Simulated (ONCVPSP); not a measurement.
# Varying the ONCV potential for Mn

Base potential:

* Element: Mn (Z = 25)
* Generator: ONCVPSP 4.0.1
* Type: optimised norm-conserving Vanderbilt (ONCV)
* Functional: PW91
* Relativity: scalar-relativistic
* Frozen core: [Ar]
* Valence charge: 7
* Reference configuration: 3d5 4s1.5 (charge +0.5)
* Partial waves: 4s: rc 2.05 bohr, ncon 5, nbas 10, qcut 3.7 1/bohr, 2 projectors, debl 1.1 Ha; p scattering state at 0.02 Ha: rc 1.75 bohr, ncon 3, nbas 7, qcut 5.2 1/bohr, 3 projectors, debl 2 Ha; 3d: rc 2.05 bohr, ncon 4, nbas 9, qcut 8 1/bohr, 2 projectors, debl 3.8 Ha
* Local potential: polynomial inside 1.55 bohr (lpopt 3, dvloc0 0 Ha)
* Core correction: Teter function, fcfact 5.5, rcfact 1.3

All-electron outer shells of the reference configuration (PW91, scalar-relativistic, ld1.x):

```tsv
shell	level (eV)	outermost node (bohr)	outermost maximum (bohr)
3p	-58.58	0.31	0.75
3d	-10.74	–	0.76
4s	-8.44	1.05	2.44
```

Cutoffs, loose and tight: the cutoffs (Ha) at which the residual kinetic energy of the hardest occupied pseudo-wave falls to 1 and 0.1 mHa per electron. They do not see the model core or the augmentation charge, which bear on the density cutoff. Test errors are all-electron minus pseudo excitation energies from the reference, over the configurations 3d5 4s2; 3d5 4s1; 3d5 4s0; 3d6 4s0. A dash means not determined; rows that change the core or the reference have their own tests.

For the base: The cutoffs count occupied waves only; projector 3 of the p channel, the hardest unoccupied one, needs 77 Ha at the loose tolerance.

A true bound ghost makes a file unfit for plane-wave use even where its test errors are small: the radial tests pick states by their node count and pass the ghost by.

| change | outcome | cutoff, loose | cutoff, tight | bound ghosts | GHOST(+) flags above zero | largest test error (meV) |
| --- | --- | --- | --- | --- | --- | --- |
| base | generated | 25 Ha | 51 Ha | s, p | p | -25 |

Question: What comes out with this change to the base: core correction Teter function, fcfact 2.6, rcfact 1.3?

Answer: outcome: generated; cutoff, loose: 25 Ha; cutoff, tight: 51 Ha; bound ghosts: s, p; GHOST(+) flags above zero: p; largest test error (meV): +45.

Question: What comes out with this change to the base: all radii but the core radius scaled by about 1.14 (s 2.34, p 2.00, d 2.34 bohr); local potential polynomial inside 1.76 bohr (lpopt 3, dvloc0 0 Ha)?

Answer: outcome: failed: ERROR pspot: first pseudo wave function has node, program will stop. Cause: the optimised pseudo-wave of the first projector has a node, so the radial equation cannot be inverted for a potential.

Question: What comes out with this change to the base: core correction Teter function, fcfact 5.5, rcfact 1.06?

Answer: outcome: generated; cutoff, loose: 25 Ha; cutoff, tight: 51 Ha; bound ghosts: s, p; GHOST(+) flags above zero: p; largest test error (meV): +63.
